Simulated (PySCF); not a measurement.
BLYP on Al⁻ (aluminium, charge -1), [Ne] 3s2 3p2, high-spin 3P determinant. All numbers are calculated (PySCF 2.14, the non-relativistic Hamiltonian (point nucleus), in aug-cc-pV(Q+d)Z (7s6p5d3f2g, 89 functions)).

```
cycle= 1 E= -242.394332851647  delta_E= -0.012  |g|= 0.0261  |ddm|= 25.5
cycle= 2 E= -242.394475397057  delta_E= -0.000143  |g|= 0.00759  |ddm|= 0.262
cycle= 3 E= -242.394459756742  delta_E= 1.56e-05  |g|= 0.00417  |ddm|= 0.0929
cycle= 4 E= -242.394507829391  delta_E= -4.81e-05  |g|= 0.000437  |ddm|= 0.0217
cycle= 5 E= -242.394507998539  delta_E= -1.69e-07  |g|= 0.000168  |ddm|= 0.00674
cycle= 6 E= -242.394508089531  delta_E= -9.1e-08  |g|= 1.35e-05  |ddm|= 0.00133
cycle= 7 E= -242.394508090083  delta_E= -5.52e-10  |g|= 5.8e-07  |ddm|= 0.000161
converged SCF energy = -242.394508090083  <S^2> = 2.0026036  2S+1 = 3.0017352
```

Highest occupied orbital energy: 1.382 eV; ⟨L²⟩ = 2.01; populations by l: s 6.00, p 8.00, d 0.00, f 0.00.

Question: Can this result be used?

Answer: With care. The run converged. At BLYP the highest occupied level has a positive energy, so only the finite basis holds that electron; in a semilocal or global hybrid functional this comes from self-interaction and does not mean that the real anion is unbound.
